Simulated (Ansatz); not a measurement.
CH7AlOSi2 can be A, `[AlH2][CH]1O[SiH2][SiH2]1`, or B, `[CH2]1O[SiH2][SiH2][AlH]1`.

Calculated with Ansatz (gas phase, PBE0-D4/def2-TZVP geometries, no zero-point term in ΔE). CBS: MP2 limit from def2 TZ/QZ plus the TZ coupled-cluster correction, frozen cores. DFT in def2-TZVPP. B3LYP here is the variant with VWN-RPA as its local correlation; programs differ in this.

**Question.** Which is lower in electronic energy at CCSD(T)/CBS, and by how much? (Best estimate.)

**Answer.** The calculation gave: B, by 75.8 kJ/mol.

**Question.** Give E(B) − E(A) in kJ/mol with B3LYP, MP2/def2-TZVPP, ωB97M-V, r2SCAN-D4, PBE-D4, HF/def2-TZVPP, CCSD(T)/def2-TZVPP. (Estimate.)

**Answer.** Ansatz gave: B3LYP -76.1, MP2/def2-TZVPP -69.1, ωB97M-V -70.1, r2SCAN-D4 -81.8, PBE-D4 -84.1, HF/def2-TZVPP -74.1, CCSD(T)/def2-TZVPP -75.9. None reverses the order clearly.

Largest T1 diagnostic: 0.014.
